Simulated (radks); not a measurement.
Results of a calculation; reference values are marked as such.
Er, 68 electrons, occupied as [Xe] 4f12 6s2. Level of theory: Dirac Kohn-Sham, HCTH/407, spin-unpolarised, spherical densities, point nucleus; open shells are shared between the two j in proportion to 2j + 1 (a radial shooting solver on a logarithmic mesh with Libxc functionals).

Unscreened Slater integrals over Kohn-Sham orbitals (hartree). Large and small components are both included.

\begin{tabular}{lr}
integral & value \\ \hline
F0(4f7/2,4f7/2) & 1.1496 \\
F2(4f7/2,4f7/2) & 0.52917 \\
F4(4f7/2,4f7/2) & 0.32894 \\
F6(4f7/2,4f7/2) & 0.23582 \\
F0(4f7/2,6s1/2) & 0.29071 \\
G3(4f7/2,6s1/2) & 0.0091348 \\
F0(4f7/2,4f5/2) & 1.1623 \\
F2(4f7/2,4f5/2) & 0.53594 \\
F4(4f7/2,4f5/2) & 0.33331 \\
G2(4f7/2,4f5/2) & 0.53451 \\
G4(4f7/2,4f5/2) & 0.33247 \\
G6(4f7/2,4f5/2) & 0.23841 \\
F0(4f7/2,5p3/2) & 0.71009 \\
F2(4f7/2,5p3/2) & 0.23694 \\
G2(4f7/2,5p3/2) & 0.12778 \\
G4(4f7/2,5p3/2) & 0.096552 \\
F0(6s1/2,6s1/2) & 0.22063 \\
F0(6s1/2,4f5/2) & 0.29107 \\
G3(6s1/2,4f5/2) & 0.0086466 \\
F0(6s1/2,5p3/2) & 0.28002 \\
G1(6s1/2,5p3/2) & 0.019947 \\
F0(4f5/2,4f5/2) & 1.1752 \\
F2(4f5/2,4f5/2) & 0.54296 \\
F4(4f5/2,4f5/2) & 0.33787 \\
F0(4f5/2,5p3/2) & 0.71360 \\
F2(4f5/2,5p3/2) & 0.23491 \\
G2(4f5/2,5p3/2) & 0.12395 \\
G4(4f5/2,5p3/2) & 0.094163 \\
F0(5p3/2,5p3/2) & 0.59126 \\
F2(5p3/2,5p3/2) & 0.31623 \\
\end{tabular}
